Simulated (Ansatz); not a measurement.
```yaml
crystal:
  periodic: [false, false, false]
  atoms:
    - {symbol: C, position_ang: [-3.055994, 0.911896, -0.690009]}
    - {symbol: N, position_ang: [-1.723196, 0.962159, -1.262704]}
    - {symbol: Sn, position_ang: [-0.158090, 0.266833, -0.192146]}
    - {symbol: N, position_ang: [1.293097, -0.083859, -1.547607]}
    - {symbol: C, position_ang: [2.691102, -0.001019, -1.173306]}
    - {symbol: N, position_ang: [0.280059, 1.446430, 1.391149]}
    - {symbol: C, position_ang: [1.345545, 1.093192, 2.311446]}
    - {symbol: N, position_ang: [-0.500727, -1.496495, 0.695043]}
    - {symbol: C, position_ang: [-0.681893, -2.706399, -0.081735]}
    - {symbol: H, position_ang: [-3.211010, -0.059405, -0.211905]}
    - {symbol: H, position_ang: [-3.262170, 1.682339, 0.065960]}
    - {symbol: H, position_ang: [-3.814972, 1.001530, -1.474880]}
    - {symbol: H, position_ang: [-1.552239, 1.839799, -1.733089]}
    - {symbol: H, position_ang: [1.111077, 0.327344, -2.451757]}
    - {symbol: H, position_ang: [3.320974, -0.462123, -1.941619]}
    - {symbol: H, position_ang: [2.860414, -0.564346, -0.251521]}
    - {symbol: H, position_ang: [3.066694, 1.018979, -1.005213]}
    - {symbol: H, position_ang: [0.267115, 2.435944, 1.189179]}
    - {symbol: H, position_ang: [1.194056, 1.578084, 3.282732]}
    - {symbol: H, position_ang: [2.355017, 1.354471, 1.963544]}
    - {symbol: H, position_ang: [1.331308, 0.014871, 2.488235]}
    - {symbol: H, position_ang: [-1.097978, -1.455981, 1.507347]}
    - {symbol: H, position_ang: [-1.698693, -2.845183, -0.475219]}
    - {symbol: H, position_ang: [-0.001012, -2.692472, -0.936268]}
    - {symbol: H, position_ang: [-0.431484, -3.590891, 0.514743]}
basis:
  gaussian: {orbitals: x2c-TZVPPall}
hamiltonian: {xc: {name: r2SCAN}, dispersion: d4}
```

```sh
$ ansatz run in.yaml --threads 4 --pin off --events-out ev --progress --plain --max-ram 46080MiB --backend cuda --devices 0, --max-vram 37GiB
```

Output, abridged:

```
Functional definition: r2SCAN
2852 factors; their error is unknown
mean field evaluation 1: about -178411.1142 eV, gradient 1.3e2 eV
mean field evaluation 2: about -178345.5825 eV, gradient 2.1e2 eV
mean field evaluation 4: about -178447.0564 eV, gradient 1.5e1 eV
mean field evaluation 8: about -178447.5239 eV, gradient 4.7e-1 eV
mean field evaluation 16: about -178447.4815 eV, gradient 1.9e-2 eV
mean field -178447.48146163 eV, -6557.8239876676 hartree, gradient 2.6e-5 eV, S^2 0.000000; 0 other end points of the search recorded, 0 dependent functions left out
reference -178447.48148054 eV, -6557.8239883628 hartree; 59, 59 occupied and 473, 473 virtual orbitals, 2852 factors
Total energy: -178447.66556994 eV, -6557.8307535234 hartree
Relativity: scalar
```

It took 4.2 s on 4 threads of an AMD EPYC 7R13 on a shared host and a share of an NVIDIA H100 80 GB, with 1.3 GiB of host memory at the peak.
